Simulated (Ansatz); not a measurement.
The molecule ZnSi, multiplicity 3 (lowest of 2S+1 = 1, 3 at CCSD(T)/def2-TZVPP on PBE0 minima; our sources give no spin for the ground state, which may be another). No spin–orbit coupling. Zn is treated without relativity. The T1 diagnostic near the minimum is 0.047, so single-reference values are doubtful.

Seven points along R, fitted to fifth degree in 1/R; most abundant isotopes. In def2 and cc sets the state is the lowest found near the PBE0 minimum, followed along R.

Run with Ansatz (a quantum-chemistry and plane-wave program) with Gaussian orbitals. Values without a source in brackets are computed.

Energies at PBE/def2-TZVPP:

| R (Å) | E (hartree) |
|---|---|
| 2.225533 | -2068.38935304 |
| 2.285359 | -2068.39131069 |
| 2.340399 | -2068.39215485 |
| 2.402619 | -2068.39224920 |
| 2.464838 | -2068.39164265 |
| 2.536629 | -2068.39030563 |
| 2.620386 | -2068.38816156 |

**Question.** With a reduced mass of 19.4605 u, find the minimum, the force constant and the constants.

**Answer.** A fifth-degree polynomial in 1/R puts the minimum at r_e = 2.3782 Å with force constant 87.6 N/m. Then ω_e = (1/2πc)√(k/μ) = 276 cm⁻¹ and B_e = h/(8π²cμr_e²) = 0.1532 cm⁻¹; the cubic and quartic terms give α_e = 0.0013 and ω_e x_e = 1.9 cm⁻¹.
